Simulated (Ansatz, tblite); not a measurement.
Isomers of Si4⁻ (doublet), found by a short tight-binding search and relaxed with B3LYP-D4/def2-TZVPD in Ansatz.

The xTB rows come from tblite.

Run but left out: HF/def2-TZVPPD, PBE-QIDH/def2-TZVPD, MP2/def2-TZVPPD, CCSD/def2-TZVPPD, CCSD(T)/def2-TZVPPD (B: ⟨S²⟩ 1.62 to 1.83, where a pure state has 0.75); LDA (SPW92)/def2-TZVPD (B: an occupied level 0.00 eV above an empty one).

A: At PBE-D4/def2-TZVPD the highest occupied level of the charge -1 doublet lies above zero (up to 0.09 eV). By energy differences its removal costs 2.18 eV (vertical, to the charge 0 singlet, at PBE-D4/def2-TZVPD); a positive level beside a positive removal energy at the same level points to self-interaction error. B: At r2SCAN-D4/def2-TZVPD, PBE0-D4/def2-TZVPD the charge -1 doublet is spin-contaminated (final ⟨S²⟩ up to 0.85, 0.75 for a pure state).

Other spin states were run for one of them alone.

A:

Cartesian coordinates in Å:
```
Si -1.100 0.997 -1.337
Si -0.472 0.644 0.868
Si 0.471 -0.644 -0.868
Si 1.100 -0.997 1.337
```

B:

```xyz
4

Si   -0.178   -2.406   -2.163
Si    0.061    0.818    0.736
Si   -0.057   -0.818   -0.736
Si    0.174    2.406    2.163
```

Estimate their order by electronic energy at PBE0-D4/def2-TZVPD, counted from the lowest.

A (0.0) < B (250.3), in kJ/mol.

Do the other levels pick the same lowest one?

Not GFN2-xTB. Energies above each level's lowest (kJ/mol):

```tsv
level	A	B
GFN1-xTB	0.0	406.4
GFN2-xTB	138.5	0.0
PBE-D4/def2-TZVPD	0.0	225.9
r2SCAN-D4/def2-TZVPD	0.0	229.7
PBE0-D4/def2-TZVPD	0.0	250.3
```
Point groups (tolerance 0.1 Å): A D2h, B D∞h. Lower isomers may exist.
